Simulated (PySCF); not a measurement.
A structure optimised at PBE-D3(BJ)/def2-SVP, used in a PySCF frequency run:

```xyz
9

Hf    -0.1453     0.0136     0.0000
F      0.3984    -0.8379    -1.6696
F     -0.0637     1.9431     0.0000
F      0.3984    -0.8379     1.6696
O     -2.0360    -0.3493     0.0000
H     -2.9652    -0.6067     0.0000
O      2.2440     0.0973     0.0000
H      2.5831    -0.3813     0.7821
H      2.5831    -0.3813    -0.7821
```

Q: Write its SMILES, formula and point group.

A: [OH][Hf](<-[OH2])([F])([F])[F], F3H3HfO2, Cs

Q: What are its rotational constants (standard atomic weights)?

A: 2.4258, 1.8042, 1.7666 GHz
